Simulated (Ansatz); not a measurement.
A nudged elastic band was laid between two geometries of Cl2GaHO + H2 (7 atoms, charge 0, multiplicity 1).

The calculation used Ansatz 0.2.0, RKS PBE-D4/def2-SVP.

```
movable images  : 5
climbing image  : yes
spring          : 5.0 eV/Å²
optimiser       : quadratic models (default)
start path      : through a guess of the saddle point
force threshold : 0.03 eV/Å
iteration limit : 60
end points      : relaxed
```

First end point:

```xyz
7
Properties=species:S:1:pos:R:3
Ga -0.009 -0.236 0.152
O 0.010 -0.608 1.903
H -0.897 -0.595 2.265
Cl 1.834 -0.332 -0.929
Cl -1.852 0.154 -0.888
H 0.357 2.391 0.665
H 0.354 2.012 1.338
```

Last end point:

```xyz
7
Properties=species:S:1:pos:R:3
Ga 0.219 0.685 -0.182
O 0.064 0.089 1.871
H -0.836 -0.310 1.799
Cl 1.785 -0.624 -0.916
Cl -1.818 -0.129 -0.472
H 0.413 2.234 -0.082
H -0.030 0.841 2.488
```

(1) Which bonds break or form, and what moves?

(2) Give the energies along the band, and the barrier.

(3) What is the geometry of the highest image?

(4) What are the harmonic wavenumbers there?

Answers

(1) Bonds broken: H6–H7. Bonds formed: Ga1–H6, O2–H7. Cl2GaHO + H2 becomes Cl2GaH3O.

(2) It converged. The highest image is number 2 of 0 to 6, 0.69 eV above the first end and 1.24 eV above the last; the last end lies 0.55 eV below the first. A vibrational analysis at the climbing image gives one clearly imaginary mode, 1059i cm⁻¹: a first-order saddle point. The orbitals stay closed-shell, which can raise the energy where a bond breaks towards radicals; this wasn't checked here.

```tsv
image	path coordinate (Å)	energy (eV)	H6–H7 (Å)	Ga1–H6 (Å)	O2–H7 (Å)
0	0.00	0.00	0.77	2.70	2.70
1	0.65	0.13	0.79	2.30	2.03
2	1.30	0.69	1.00	1.84	1.35
3	1.76	0.03	1.48	1.65	1.03
4	2.22	-0.35	2.03	1.58	0.98
5	2.68	-0.50	2.54	1.57	0.98
6	3.14	-0.55	2.96	1.56	0.98
```

(3) 
```xyz
7
Properties=species:S:1:pos:R:3
Ga 0.080 0.250 -0.016
O 0.073 -0.039 1.897
H -0.782 -0.329 2.278
Cl 1.872 -0.349 -1.034
Cl -1.861 0.088 -0.938
H 0.272 1.898 0.777
H 0.145 1.266 1.540
```

(4) 1059i, 117, 134, 172, 299, 381, 447, 485, 591, 756, 882, 1277, 1688, 1893, 3684 cm⁻¹.

The run took 80 s on 2 threads of Intel(R) Xeon(R) 6975P-C (Granite Rapids), on a shared host, peak memory 0.14 GiB.
